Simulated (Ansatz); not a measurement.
The first iterations of a band of BFH7NSi (11 atoms, charge 0, multiplicity 1).

Level of theory: Ansatz 0.2.0, RKS B3LYP/6-31G*.

- movable images: 7
- climbing image: yes
- spring: 5.0 eV/Å²
- optimiser: quadratic models (default)
- start path: straight line
- force threshold: 0.05 eV/Å
- iteration limit: 60
- end points: relaxed

First end point:

```xyz
11
Properties=species:S:1:pos:R:3
B 0.126 -0.362 -0.005
F -0.863 0.617 -0.003
H 1.252 0.053 0.213
H 0.043 -1.183 -0.896
N -0.225 -1.275 1.400
H -1.068 -1.823 1.221
Si 1.202 -2.273 1.913
H 1.825 -2.829 0.698
H 2.101 -1.369 2.660
H 0.719 -3.366 2.796
H -0.479 -0.583 2.110
```

Last end point:

```xyz
11
Properties=species:S:1:pos:R:3
B 0.376 -0.625 -0.343
F -1.028 0.106 2.492
H 1.267 0.141 -0.127
H -0.325 -0.525 -1.307
N 0.130 -1.665 0.587
H -0.592 -2.334 0.329
Si 1.209 -2.155 1.919
H 2.095 -3.263 1.471
H 2.012 -0.975 2.296
H 0.383 -2.644 3.049
H -0.893 -0.452 1.742
```

| iteration | highest image above the first end (eV) | largest band force component (eV/Å) |
| --- | --- | --- |
| 1 | 3.198 | 18.310 |
| 2 | 1.941 | 2.277 |
| 3 | 1.517 | 2.981 |
| 4 | 1.370 | 1.075 |

Question: Does the band converge within its limit, and where does its top end?

Answer: It converged. It ended after 12 iterations with the highest image 1.303 eV above the first end. Another band between the same ends (7 images) ends at a top of the same energy, where a vibrational analysis finds 1 clearly imaginary mode. The orbitals stay closed-shell, which can raise the energy where a bond breaks towards radicals; this wasn't checked here.

Time of the run: 3.6 min on 1 thread of AMD EPYC 7R43 64-Core Processor (Zen 3), with other jobs on the host, peak memory 0.17 GiB.
